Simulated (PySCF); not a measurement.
Converging ZnS in the basis (PBE0)

PySCF, UKS reference; singlet, unpaired electrons none; De to Zn + S without counterpoise correction.

| basis | relativity | functions | Re (Å) | ωe (cm⁻¹) | De (eV) | μ (D) |
| --- | --- | --- | --- | --- | --- | --- |
| cc-pVDZ-PP/cc-pV(D+d)Z | scalar-relativistic core potentials | 61 | 2.035 | 482 | 1.41 | -5.24 |
| def2-TZVPP | no relativity | 106 | 2.056 | 464 | 1.45 | -5.51 |
| def2-TZVPPD | no relativity | 118 | 2.056 | 464 | 1.46 | -5.68 |

How does each smaller set differ from the one with most functions, def2-TZVPPD?

cc-pVDZ-PP/cc-pV(D+d)Z: -2.1 pm, +3.9 % in ωe, -0.05 eV in De; def2-TZVPP: +0.0 pm, +0.0 % in ωe, -0.01 eV in De. All at PBE0; the set with most functions is neither the basis-set limit nor always the best. The rows treat relativity differently, so the differences are not basis effects alone.

A positive dipole means Zn(−)S(+).
